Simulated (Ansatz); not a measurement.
Basis-set series for C2H6O2Si, SMILES `O=CC(O)[SiH3]`. Total charge 0; spin multiplicity 1. The geometry is a stationary point of PBE0-D4/def2-TZVP. It is one conformer, not always the lowest.

```tsv
functional	basis	functions	energy (Eh)	HOMO (eV)	LUMO (eV)
PBE0-D4	def2-SVP	104	-519.09825	-7.64	-1.03
PBE0-D4	def2-QZVPP	478	-519.49189	-7.86	-1.24
ωB97M-V	def2-SVP	104	-519.35516	-9.91	1.27
ωB97M-V	def2-QZVPP	478	-519.75731	-10.16	0.89
```

Question: Give the rows for def2-TZVPP. (An estimate is asked.)

Answer: Computed: 
| functional | basis | functions | energy (Eh) | HOMO (eV) | LUMO (eV) |
| --- | --- | --- | --- | --- | --- |
| PBE0-D4 | def2-TZVPP | 250 | -519.46923 | -7.82 | -1.18 |
| ωB97M-V | def2-TZVPP | 250 | -519.73587 | -10.12 | 1.02 |

Positive LUMOs are unbound and depend on the basis.
